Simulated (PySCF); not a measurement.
**Polarisability and C₆ of S (sulfur, neutral)**

[Ne] 3s2 3p3 4s1, high-spin 5S determinant (an excited configuration). Calculation: PySCF 2.14, in aug-cc-pV(T+d)Z (6s5p4d2f, 55 functions); the non-relativistic Hamiltonian (point nucleus). Coupled (time-dependent) response in atomic units; α is the mean over directions.

| method | mean α (bohr³) | C₆ (like pair) | S(−4) |
| --- | --- | --- | --- |
| UHF | 441.1 | 5183 | 378200 |
| PBE | 322.3 | 3546 | 173200 |
| PBE0 | 362.4 | 4169 | 222400 |
| M06-L | 221.5 | 2223 | 70250 |
| wB97X-V | 419.3 | 4987 | 318200 |

S(−4) is the Cauchy moment in α(ω) = α(0) + S(−4) ω² + …

α(iu) at PBE:

```
u (hartree)  α(iu) (bohr³)
          0          322.3
     0.0500          141.2
      0.100          58.24
      0.200          23.34
      0.300          14.89
      0.500          8.681
      0.750          5.323
       1.00          3.571
       1.50          1.909
       2.00          1.190
       3.00         0.6034
       5.00         0.2604
```

The outer electron is Rydberg-like, and this basis confines it to a smaller radius and binds it less than a complete one would.
